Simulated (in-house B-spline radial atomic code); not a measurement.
Response of the germanium ion Ge⁴⁺ as one setting changes: the share of exact exchange in a PBE hybrid. A dash marks a strongly mixed or unbound state. Computed with a B-spline radial code for spherical atoms: linear response of the closed shell [Ar] 3d10 with the functional's adiabatic kernel; scalar-relativistic (spin-free one-electron X2C), finite nucleus, no spin-orbit coupling, no double excitations, S, P, D and F terms only. Only terms of natural parity with L up to 3 were computed.

| share of exact exchange in a PBE hybrid | lowest 1P (eV) | lowest 3P, Tamm-Dancoff (eV) | minus highest occupied level (eV) | α (bohr³) |
| --- | --- | --- | --- | --- |
| 0 | 3d → 4p 38.04 | 3d → 4p 36.46 | 78.03 | 0.8738 |
| 0.1 | 3d → 4p 38.71 | 3d → 4p 37.11 | 79.58 | 0.859 |
| 0.2 | 3d → 4p 39.38 | 3d → 4p 37.75 | 81.14 | 0.8447 |
| 0.3 | ? | ? | ? | ? |
| 0.4 | 3d → 4p 40.72 | 3d → 4p 39.04 | 84.28 | 0.8178 |
| 0.5 | 3d → 4p 41.39 | 3d → 4p 39.68 | 85.86 | 0.805 |
| 0.6 | 3d → 4p 42.05 | 3d → 4p 40.33 | 87.44 | 0.7928 |
| 0.7 | 3d → 4p 42.72 | 3d → 4p 40.97 | 89.03 | 0.7809 |
| 0.8 | ? | ? | ? | ? |
| 0.9 | 3d → 4p 44.05 | 3d → 4p 42.26 | 92.23 | 0.7585 |
| 1 | 3d → 4p 44.72 | 3d → 4p 42.90 | 93.84 | 0.7478 |

Q: What belongs in the row for 0.3?

A: lowest 1P (eV): 3d → 4p 40.05; lowest 3P, Tamm-Dancoff (eV): 3d → 4p 38.40; minus highest occupied level (eV): 82.70; α (bohr³): 0.831.

Q: What belongs in the row for 0.8?

A: lowest 1P (eV): 3d → 4p 43.39; lowest 3P, Tamm-Dancoff (eV): 3d → 4p 41.61; minus highest occupied level (eV): 90.63; α (bohr³): 0.7695.
